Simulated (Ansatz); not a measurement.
The first iterations of a band of CH$_{5}$BFNS (10 atoms, charge 0, multiplicity 1).

All numbers below come from RKS LDA/6-31G* (Ansatz 0.2.0).

```
movable images  : 3
climbing image  : yes
spring          : 5.0 eV/Å²
optimiser       : quadratic models (default)
start path      : IDPP
force threshold : 0.03 eV/Å
iteration limit : 60
end points      : relaxed
```

Image 0:

```xyz
10
Properties=species:S:1:pos:R:3
B 0.087 1.289 1.047
N 0.215 -0.074 0.803
C 0.046 -0.797 -0.409
F -0.911 -1.763 -0.221
S -0.424 0.324 -1.758
H 0.262 1.680 2.174
H -0.176 2.031 0.132
H 0.437 -0.708 1.578
H 0.978 -1.330 -0.688
H -0.432 -0.704 -2.654
```

Image 4:

```xyz
10
Properties=species:S:1:pos:R:3
B -0.075 1.223 0.874
N 0.179 -0.132 0.686
C 0.366 -0.918 -0.493
F -0.337 -2.084 -0.304
S -0.100 -0.105 -2.028
H -0.178 1.603 2.015
H -0.179 1.957 -0.075
H 0.274 -0.732 1.514
H 1.433 -1.195 -0.632
H -1.302 0.333 -1.554
```

| iteration | highest image above the first end (eV) | largest band force component (eV/Å) |
| --- | --- | --- |
| 1 | 0.302 | 1.129 |
| 2 | 0.157 | 0.424 |

Task: Does the band converge within its limit, and where does its top end?

Result: The run converged. It ended after 6 iterations with the highest image 0.145 eV above the first end. Another band between the same ends (7 images) ends at a top of the same energy, where a vibrational analysis finds 1 clearly imaginary mode. So few images can step over the top or miss a turn of the path.

The run took 42 s on 1 thread of Intel(R) Xeon(R) Processor @ 2.70GHz, on a shared host, peak memory 0.18 GiB.
